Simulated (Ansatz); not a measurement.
Basis-set series for `C[N]=[Mo]([F])([F])([F])[F]`. Charge 0, multiplicity 1. Mo: def2 effective core potential. The geometry is a stationary point of PBE0-D4/def2-TZVP.

| functional | basis | functions | energy (Eh) | HOMO (eV) | LUMO (eV) |
| --- | --- | --- | --- | --- | --- |
| PBE0-D4 | def2-TZVPP | 284 | -562.17049 | -9.48 | -3.76 |
| PBE0-D4 | def2-QZVPP | 513 | -562.20140 | -9.48 | -3.75 |
| ωB97M-V | def2-TZVPP | 284 | -562.43190 | -11.78 | -1.47 |
| ωB97M-V | def2-QZVPP | 513 | -562.46180 | -11.78 | -1.47 |

Q: Give the rows for def2-SVP. (Best estimate.)

A: The calculation gave: 
```tsv
functional	basis	functions	energy (Eh)	HOMO (eV)	LUMO (eV)
PBE0-D4	def2-SVP	130	-561.54449	-9.51	-3.83
ωB97M-V	def2-SVP	130	-561.79099	-11.80	-1.54
```

Results of the Gaussian-basis code of Ansatz.
